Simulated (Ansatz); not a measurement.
`O[SiH2]OC=S` → `O[SiH]1OCS1`  (isomerisation)

Computed with Ansatz on PBE0-D4/def2-TZVP structures; ΔE is electronic, products minus reactants. CBS: MP2 limit from def2 TZ/QZ plus the TZ coupled-cluster correction, frozen cores. DFT in def2-TZVPP. One conformer a species, not always the lowest.

```json
{"level": "PBE-D4", "ΔE (kcal/mol)": "-22.5"}
{"level": "MP2/CBS(def2)", "ΔE (kcal/mol)": "-24.9"}
```

What does CCSD(T)/CBS give? (Best estimate.)

Computed: -23.2 kcal/mol. The listed levels differ from it by 0.7, -1.7 kcal/mol.

What do rigid-rotor, harmonic-oscillator terms from PBE0-D4/def2-TZVP frequencies (298.15 K, 1 bar) make of the CCSD(T)/CBS value? (An estimate is asked.)

Computed: ΔZPE = +2.9 kcal/mol, ΔH = -21.0 kcal/mol, ΔS = -29 J/(mol·K), ΔG = -18.9 kcal/mol.

Largest T1 diagnostic among the species: 0.016.

At CCSD(T), def2-SVP lies +6.9 kcal/mol from the extrapolated value and def2-TZVPP +1.3 kcal/mol. From PBE to PBE0 (25 % exact exchange), in def2-TZVPP and without D4, ΔE moves by −3.2 kcal/mol.
